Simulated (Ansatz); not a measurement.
**Match the barriers**

Saddle point of CH7NZn, singlet (CH₄Zn ([CH3][ZnH]) + NH₃ → CH₅NZn ([CH3][Zn][NH2]) + H₂; bonds formed: H2–H4; dative contacts that become bonds: Zn1–N5; bonds broken: Zn1–H2, H4–N5), PBE0-D4/def2-TZVP structure:

```xyz
10
angstrom
Zn -0.0286 0.0884 -0.0501
H -1.0157 -0.0080 -1.7265
C 0.5357 1.6417 0.9755
H -0.8131 -0.9546 -1.4220
N -0.2634 -1.8312 -0.5253
H 1.0507 2.3560 0.3291
H -0.3345 2.1460 1.4028
H 1.2066 1.3647 1.7909
H 0.5379 -2.3852 -0.8036
H -0.8756 -2.4180 0.0292
```

Program: Ansatz 0.2.0. Basis: def2-TZVPP, with def2-QZVPP for the basis limit. Cores are frozen in the correlated methods. The 3s and 3p shells of Cu and Zn are frozen; filled d shells are correlated. Extrapolation: Hartree–Fock as exp(−7.88 √X), correlation as X^−2.97. Four methods, as single points on the PBE0-D4 structures, gave these electronic barriers from the start structure: 31.07, 33.97, 38.58, 45.32 kcal/mol.

Question: The methods were, in alphabetical order, BHLYP-D4, HF, PBE-D4, PBE0-D4. Which gave which? (A judgement: the text doesn't fix the answer.)

Answer: Computed: PBE-D4 31.07; PBE0-D4 33.97; BHLYP-D4 38.58; HF 45.32 kcal/mol. For comparison, CCSD(T) at an estimated basis limit (MP2 extrapolated from triple and quadruple zeta, plus CCSD(T) − MP2 in triple zeta) gives 36.13 kcal/mol.

No T1 diagnostic of these runs exceeds 0.014.

The step is the kind of exchange with an N–H group that builds nitride films in atomic layer and chemical vapour deposition.

Labels in which every atom is bracketed show which atoms are joined, not bond orders.

For scale, one of the runs: CCSD(T)/def2-TZVPP, 224 basis functions, launched by `ansatz run in.yaml --threads 4 --pin off --events-out ev --progress --plain --max-ram 9574MiB`. Hardware: 4 CPU threads of an Arm Neoverse V2, shared host. Wall time 69 s; peak host memory 3.6 GiB.
